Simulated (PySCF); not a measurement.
H₄AsSi (SMILES [SiH3][AsH]), doublet, geometry from GFN2-xTB; HF/def2-SV(P) in PySCF.

The PySCF input:
```python
from pyscf import gto, scf

mol = gto.M(
    atom='''
Si   -1.403295   -0.534621    0.038975
As    0.728614    0.324234   -0.023354
H    -1.673133   -1.318331    1.252156
H    -2.368384    0.569103    0.005921
H    -1.705114   -1.414749   -1.098573
H     1.348493   -1.051041    0.065542
''',
    basis='def2-sv(p)',
    charge=0,
    spin=1,
    verbose=4,
)

mf = scf.UHF(mol)
mf.kernel()
mf.analyze()
```

What the program printed (banner, timings and long lists left out):

```
PySCF version 2.14.0

[INPUT] verbose = 4
[INPUT] num. atoms = 6
[INPUT] num. electrons = 51
[INPUT] charge = 0
[INPUT] spin (= nelec alpha-beta = 2S) = 1
[INPUT] symmetry False subgroup None
[INPUT] Mole.unit = angstrom
[INPUT] Symbol           X                Y                Z      unit          X                Y                Z       unit  Magmom
[...]
nuclear repulsion = 153.404951556428
number of shells = 28
number of NR pGTOs = 126
number of NR cGTOs = 58
basis = def2-sv(p)
ecp = {}

******** <class 'pyscf.scf.uhf.UHF'> ********
method = UHF
initial guess = minao
damping factor = 0
level_shift factor = 0
DIIS = <class 'pyscf.scf.diis.CDIIS'>
diis_start_cycle = 1
diis_space = 8
diis_damp = 0
SCF conv_tol = 1e-09
SCF conv_tol_grad = None
SCF max_cycles = 50
direct_scf = True
direct_scf_tol = 1e-13
number electrons alpha = 26  beta = 25
Set gradient conv threshold to 3.16228e-05
init E= -2524.05168618784

cycle= 1 E= -2525.03503601134  delta_E= -0.983  |g|= 0.157  |ddm|= 1.54
cycle= 2 E= -2525.06348487543  delta_E= -0.0284  |g|= 0.0494  |ddm|= 0.245
cycle= 3 E= -2525.06692273996  delta_E= -0.00344  |g|= 0.0177  |ddm|= 0.109
cycle= 4 E= -2525.06739241161  delta_E= -0.00047  |g|= 0.00452  |ddm|= 0.0426
cycle= 5 E= -2525.0674346139  delta_E= -4.22e-05  |g|= 0.00189  |ddm|= 0.0141
cycle= 6 E= -2525.06744235102  delta_E= -7.74e-06  |g|= 0.00095  |ddm|= 0.00575
cycle= 7 E= -2525.06744438021  delta_E= -2.03e-06  |g|= 0.00045  |ddm|= 0.00292
cycle= 8 E= -2525.06744493888  delta_E= -5.59e-07  |g|= 0.000176  |ddm|= 0.0018
cycle= 9 E= -2525.0674450398  delta_E= -1.01e-07  |g|= 7.46e-05  |ddm|= 0.000861
cycle= 10 E= -2525.0674450592  delta_E= -1.94e-08  |g|= 2.61e-05  |ddm|= 0.000438
cycle= 11 E= -2525.06744506151  delta_E= -2.31e-09  |g|= 1.01e-05  |ddm|= 0.000145
cycle= 12 E= -2525.06744506187  delta_E= -3.65e-10  |g|= 4.31e-06  |ddm|= 5.33e-05
Extra cycle  E= -2525.06744506191  delta_E= -4.37e-11  |g|= 3.04e-06  |ddm|= 1.06e-05
converged SCF energy = -2525.06744506191  <S^2> = 0.76180988  2S+1 = 2.0117752
**** SCF Summaries ****
Total Energy =                       -2525.067445061914896
Nuclear Repulsion Energy =             153.404951556427932
One-electron Energy =                -3823.810255455338847
Two-electron Energy =                 1145.337858836996247
Two-electron Coulomb Energy =         1248.628592029027232
DFT Exchange-Correlation Energy =     -103.290733192030984
**** MO energy ****
                             alpha | beta                alpha | beta
[...]
To work with the spin densities directly, `use mulliken_meta_spin()` only printing them here.

 ** Mulliken spin pop alpha/beta on meta-lowdin orthogonal AOs **
 ** Mulliken Spin Density (per AO)  **
spin_pop of  0 Si 1s        0.00000
spin_pop of  0 Si 2s       -0.00000
spin_pop of  0 Si 3s       -0.01102
spin_pop of  0 Si 4s       -0.00017
spin_pop of  0 Si 2px      -0.00000
spin_pop of  0 Si 2py      -0.00000
spin_pop of  0 Si 2pz       0.00000
spin_pop of  0 Si 3px      -0.02169
spin_pop of  0 Si 3py      -0.00605
spin_pop of  0 Si 3pz      -0.00676
spin_pop of  0 Si 4px      -0.00061
spin_pop of  0 Si 4py      -0.00009
spin_pop of  0 Si 4pz       0.00036
spin_pop of  0 Si 3dxy     -0.00038
spin_pop of  0 Si 3dyz      0.00082
spin_pop of  0 Si 3dz^2    -0.00048
spin_pop of  0 Si 3dxz      0.00202
spin_pop of  0 Si 3dx2-y2   -0.00018
spin_pop of  1 As 1s        0.00000
spin_pop of  1 As 2s        0.00000
spin_pop of  1 As 3s        0.00004
spin_pop of  1 As 4s        0.03778
spin_pop of  1 As 5s        0.00022
spin_pop of  1 As 2px       0.00000
spin_pop of  1 As 2py       0.00000
spin_pop of  1 As 2pz       0.00000
spin_pop of  1 As 3px      -0.00000
spin_pop of  1 As 3py      -0.00000
spin_pop of  1 As 3pz       0.00005
spin_pop of  1 As 4px       0.03312
spin_pop of  1 As 4py       0.00328
spin_pop of  1 As 4pz       0.96131
spin_pop of  1 As 5px      -0.00030
spin_pop of  1 As 5py      -0.00004
spin_pop of  1 As 5pz       0.00019
spin_pop of  1 As 3dxy     -0.00000
spin_pop of  1 As 3dyz      0.00002
spin_pop of  1 As 3dz^2     0.00000
spin_pop of  1 As 3dxz      0.00001
spin_pop of  1 As 3dx2-y2    0.00000
spin_pop of  1 As 4dxy      0.00059
spin_pop of  1 As 4dyz      0.00091
spin_pop of  1 As 4dz^2     0.00132
spin_pop of  1 As 4dxz      0.00121
spin_pop of  1 As 4dx2-y2    0.00046
spin_pop of  1 As 5dxy      0.00000
spin_pop of  1 As 5dyz      0.00000
spin_pop of  1 As 5dz^2    -0.00000
spin_pop of  1 As 5dxz      0.00000
spin_pop of  1 As 5dx2-y2    0.00000
spin_pop of  2 H 1s        0.02034
spin_pop of  2 H 2s        0.00016
spin_pop of  3 H 1s       -0.00098
spin_pop of  3 H 2s        0.00003
spin_pop of  4 H 1s        0.02157
spin_pop of  4 H 2s        0.00017
spin_pop of  5 H 1s       -0.03727
spin_pop of  5 H 2s        0.00004
 ** Mulliken Spin Density (per atom)  **
spin density of  0 Si =     -0.04423
spin density of  1 As =      1.04018
spin density of  2 H =      0.02050
spin density of  3 H =     -0.00096
spin density of  4 H =      0.02174
spin density of  5 H =     -0.03723
 ** Mulliken pop alpha/beta on meta-lowdin orthogonal AOs **
 ** Mulliken pop       alpha | beta **
In total            26.00000 | 25.00000
 ** Mulliken atomic charges   ( Nelec_alpha | Nelec_beta ) **
charge of  0Si =      0.46963  (     6.74307      6.78730 )
charge of  1As =     -0.04477  (    17.04248     16.00230 )
charge of  2H =     -0.12834  (     0.57442      0.55392 )
charge of  3H =     -0.13179  (     0.56541      0.56637 )
charge of  4H =     -0.12822  (     0.57498      0.55324 )
charge of  5H =     -0.03651  (     0.49964      0.53687 )
Dipole moment(X, Y, Z, Debye): -0.03443, -0.45719,  0.02753
```
